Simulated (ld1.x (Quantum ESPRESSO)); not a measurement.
Before and after: TM potential for oxygen

- Element: oxygen
- Generator: ld1.x (Quantum ESPRESSO) 7.5
- Type: norm-conserving Troullier–Martins (Kleinman–Bylander form)
- Functional: PBEsol
- Relativity: non-relativistic
- Frozen core: [He]
- Valence charge: 6
- Reference configuration: 2s2 2p4
- Partial waves: 2s (bound): rc 0.55 bohr; 2p (bound): rc 1.35 bohr; 3d channel at 0.5 Ry: rc 1.30 bohr
- Local potential: all-electron potential smoothed inside 0.95 bohr (lloc = -1)
- Core correction: none

Change: core correction a·sin(br)/r model core inside 0.50 bohr.

Cutoffs: the cutoffs (Ry, on a coarse ladder) from which the occupation-weighted sum of valence levels, in a spherical-Bessel basis at the reference potential, stays within 10 and 1 mRy of its value at 400 Ry; they do not see the model core or the augmentation charge, which bear on the density cutoff. Errors are all-electron minus pseudo energies relative to the spin-unpolarised reference configuration.

Task: Predict the effect on cutoff, ghosts and configuration errors.

Result: Of the 7 tests that both files solve, the error grows in 1 and shrinks in 2 by more than 15 % and 0.3 meV (median size 10.8 → 14.1 meV); neither file shows a bound ghost. A model core, the more so a compact one, raises the density cutoff, which this test does not measure.

```csv
quantity,base,changed
"cutoff, loose",260 Ry,260 Ry
"cutoff, tight",over 300 Ry,over 300 Ry
bound ghosts,none,none
"error for 2s2 2p3, meV [ΔE 16.37 eV]",+11,+9.2
"error for 2s2 2p2, meV [ΔE 49.85 eV]",+112,+99
"error for 2s2 2p1, meV [ΔE 103.56 eV]",+517,+460
"error for 2s2 2p3.5, meV [ΔE 6.26 eV]",+1.4,+1.1
"error for 2s2 2p4.3, meV [ΔE -2.11 eV]",+0.1,+0.1
"error for 2s1 2p4, meV [ΔE 31.45 eV]",-1.8,-14
"error for 2s0 2p6, meV [ΔE 29.64 eV]",+154,+54
s: phases at 1.50 bohr within 0.05 rad from the reference energy up to (Ry; the scan ends near 5),to the end of the scan,to the end of the scan
p: phases at 1.50 bohr within 0.05 rad from the reference energy up to (Ry; the scan ends near 5),to the end of the scan,to the end of the scan
d: phases at 1.50 bohr within 0.05 rad from the reference energy up to (Ry; the scan ends near 5),to the end of the scan,to the end of the scan
```
